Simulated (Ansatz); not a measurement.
`[SiH3][GeH2][GaH2]` + H₂S → `[SiH3][GeH2][SH]` + `[GaH3]` at 700 K and 1 bar (cleavage of the Ge–Ga bond).

Program: Ansatz. Geometries: PBE0-D4/def2-TZVP. ΔE: electronic, gas phase. CBS: MP2 limit from def2 TZ/QZ plus the TZ coupled-cluster correction, frozen cores. This one scheme is used for every species. For Ga, Ge outer-core shells are correlated without core-valence functions, which leaves a few kJ/mol of doubt a bond. Scalar relativity is left out up to krypton. One conformer a species, not always the lowest.

```
             species  CCSD(T)/CBS energy (Eh)  H − E (kJ/mol)  S (J/(mol·K))
`[SiH3][GeH2][GaH2]`              -4293.32361           224.8          506.9
                 H₂S               -398.97279            64.8          236.9
  `[SiH3][GeH2][SH]`              -2766.58811           205.2          465.2
            `[GaH3]`              -1925.70545            80.8          262.3
```

H − E and S are ideal-gas, rigid-rotor, harmonic terms from PBE0-D4/def2-TZVP, for one conformer and one mirror image of each species. 1 Eh = 2625.50 kJ/mol, R = 8.31446 J/(mol·K).

Problem. By hand: ΔE, ΔH, ΔS and ΔG.

Solution. ΔE = (-2766.58811) + (-1925.70545) − (-4293.32361) − (-398.97279) = 0.00284 Eh = 7.5 kJ/mol. Δ(H − E) = 205.2 + 80.8 − 224.8 − 64.8 = -3.6, so ΔH = 3.9 kJ/mol. ΔS = 465.2 + 262.3 − 506.9 − 236.9 = -16.3 J/(mol·K). ΔG = 3.9 − 700 × (-16.3)/1000 = 15.3 kJ/mol.

Problem. By hand: the equilibrium constant, and the temperature at which ΔG would vanish if ΔH and ΔS stayed fixed.

Solution. log₁₀ K = −ΔG/(RT ln 10) = -1.1. ΔH and −TΔS have one sign here, so there is no such temperature.

TΔS isn't small against ΔH here. A doubt of 5 kJ/mol in ΔE shifts log₁₀ K by 0.4 here. Other conformers and mirror images would add mixing entropy, several J/(mol·K) or more a flexible species. These are equilibria of isolated gas molecules and say nothing of rates. Largest T1 diagnostic: 0.013 (customary marks: 0.02 for closed shells, 0.045 for open ones).
